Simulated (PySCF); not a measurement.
# Computed properties of 2-chlorocyclopenta-1,3-diene (C₅H₅Cl), SMILES ClC1=CCC=C1

C5H5Cl, SMILES ClC1=CCC=C1. Coordinates come from a PBE0-D3(BJ)/def2-SVP optimisation. The values are those of a single conformer. All values are computed for the isolated molecule unless a solvent is named; none is compared with measurement here.

**Structure.** The optimised structure has Cs symmetry. All 27 harmonic modes at PBE0-D3(BJ)/def2-SVP (PySCF) are real, so it is a minimum. With heavy atoms numbered as in [Cl:1][C:2]1=[CH:3][CH2:4][CH:5]=[CH:6]1, the shortest bond between them is C5–C6 at 1.348 Å and the longest Cl1–C2 at 1.720 Å.

**Vibrations.** The strongest infrared lines (harmonic, unscaled, degenerate partners summed) lie at 883 cm⁻¹ (46 km/mol, C 81 %, H 16 %), 1160 cm⁻¹ (34 km/mol, C 67 %, H 31 %), 1676 cm⁻¹ (33 km/mol, C 93 %). The softest mode is at 215 cm⁻¹ and the zero-point energy is 52.5 kcal/mol.

**Electronic structure.** ωB97X/def2-TZVP (PySCF) places the frontier levels at -8.80 and 1.29 eV, a gap of 10.09 eV, and gives a dipole moment of 2.10 D and a mean polarisability of 66.5 bohr³. PBE/def2-TZVP (PySCF) at the same geometry gives -5.49 and -1.76 eV, so its gap is 6.36 eV narrower. An orbital gap is neither the optical nor the fundamental gap.

**Excitations.** TDDFT-M06-2X/def2-SVPD (PySCF) has S1 at 5.19 eV (239 nm, f = 0.064, bright); the most intense of the 10 singlets computed lies at 7.46 eV (f = 0.38). T1 (TDA) is at 3.44 eV. TDDFT-PBE/def2-SVPD (PySCF) puts S1 at 4.71 eV. No vertical singlet excitation falls in the visible range (under 3.1 eV).

**NMR.** GIAO shifts at B3LYP/pcSseg-1 (PySCF) (non-relativistic, atoms alike by connectivity averaged): ¹³C from 46.1 to 151.1 ppm against TMS; ¹H from 3.4 to 6.8 ppm against TMS. Without spin–orbit terms, shifts of atoms bonded to Cl or Br come out too high.

**Solvation.** SMD-B3LYP/6-31G* (PySCF) gives -0.9 kcal/mol in water, -5.2 kcal/mol in toluene, -4.9 kcal/mol in cyclohexanone (1 M in both phases, gas-phase geometry).
